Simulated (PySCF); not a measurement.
Gas-phase reaction: SnHF₃ → SnF₃ + H

Energies from PySCF, thermal terms from the rigid-rotor harmonic-oscillator model, ideal gas at 1 bar. † marks an energy on the PBE0/def2-TZVP geometry and frequencies; other levels use their own. Open shells (unrestricted): SnF₃ (multiplicity 2), H (multiplicity 2); the rest are closed-shell singlets. Sn: scalar-relativistic def2 core potential, no spin-orbit coupling. SnHF₃, SnF₃: computed as isolated molecules; such fragments, hydroxides, amides, oligomers or adducts are transient or little studied in the gas. The harmonic model lacks anharmonicity and excited electronic states, which grow with temperature; levels with a mode under 35 cm⁻¹ are left out.

| level | ΔE electronic, kJ | ΔH°(298 K), kJ | ΔS°(298 K), J/K | ΔG°(1000 K), kJ |
|---|---|---|---|---|
| HF/def2-TZVP† | 252 | 238 | 118 | 116 |
| PBE/def2-SVP | 285 | 271 | 119 | 148 |
| PBE0/def2-SVP† | 300 | 286 | 118 | 164 |
| PBE0/def2-TZVP | 303 | 289 | 118 | 166 |
| LDA/def2-TZVP† | 331 | 317 | 118 | 195 |
ΔH° is lowest at HF/def2-TZVP† and highest at LDA/def2-TZVP†. No reference value is set beside these.
